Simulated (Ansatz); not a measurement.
Reaction (ligand exchange at the Si–C bond): `CC[SiH2]O[SiH3]` + H₂S → `[SiH3]O[SiH2]S` + ethane

Program: Ansatz. Geometries: PBE0-D4/def2-TZVP. ΔE: electronic, gas phase. CCSD(T)/CBS adds triple-zeta CCSD(T) − MP2 to the extrapolated MP2 energy (def2 sets, frozen cores). This one scheme is used for every species. DFT in def2-TZVPP. B3LYP here is the variant with VWN-RPA as its local correlation; programs differ in this. One conformer a species, not always the lowest.

`CC[SiH2]O[SiH3]`:

Cartesian coordinates in Å:
```
C -0.043 2.012 0.098
C -1.143 0.962 -0.036
Si -0.820 -0.600 0.931
O 0.597 -1.290 0.475
Si 1.470 -1.893 -0.763
H -0.277 2.915 -0.470
H 0.101 2.307 1.140
H 0.914 1.634 -0.268
H -1.294 0.694 -1.088
H -2.104 1.365 0.308
H -0.706 -0.299 2.382
H -1.928 -1.573 0.719
H 2.797 -2.309 -0.246
H 1.655 -0.859 -1.818
H 0.781 -3.067 -1.364
```

H₂S:

Cartesian coordinates in Å:
```
S -0.279 -0.546 0.090
H 0.197 0.401 0.912
H 0.082 0.145 -1.002
```

`[SiH3]O[SiH2]S`:

```xyz
10

Si   -1.462    0.196    0.923
O    -0.678   -0.084   -0.493
Si    0.786   -0.523   -1.063
S     2.382    0.087    0.213
H    -2.905    0.331    0.612
H    -0.965    1.449    1.544
H    -1.256   -0.934    1.864
H     0.903   -1.999   -1.112
H     0.932    0.085   -2.404
H     2.264    1.392   -0.085
```

`CC`:

Z-matrix (Å, degrees):
```
C
C 1 1.519
H 1 1.093 2 111.4
H 1 1.093 2 111.4 3 120.0
H 1 1.093 2 111.4 3 -120.0
H 2 1.093 1 111.4 3 180.0
H 2 1.093 1 111.4 3 -60.0
H 2 1.093 1 111.4 3 60.0
```

Is it downhill or uphill in electronic energy at CCSD(T)/CBS, and by how much? (Best estimate.)

Ansatz gave: Downhill: ΔE = -71.6 kJ/mol.

What do these levels give: PBE-D4, PBE0-D4, B3LYP-D4, ωB97X-V, ωB97M-V, PBE, r2SCAN, PBE0, B3LYP, CCSD(T)/def2-TZVPP, HF/def2-QZVPP, SCS-MP2/def2-QZVPP? (Estimate.)

Ansatz gave: PBE-D4 -74.4, PBE0-D4 -74.1, B3LYP-D4 -72.0, ωB97X-V -71.0, ωB97M-V -70.7, PBE -76.9, r2SCAN -76.9, PBE0 -76.4, B3LYP -75.4, CCSD(T)/def2-TZVPP -69.6, HF/def2-QZVPP -75.1, SCS-MP2/def2-QZVPP -73.3 kJ/mol.

Largest T1 diagnostic among the species: 0.011.

The D4 term adds +3.4 kJ/mol with B3LYP and +2.3 kJ/mol with PBE0; it sums over pairs of atoms, weighted by their polarisabilities, and B3LYP, whose exchange is more repulsive, gets the larger term.
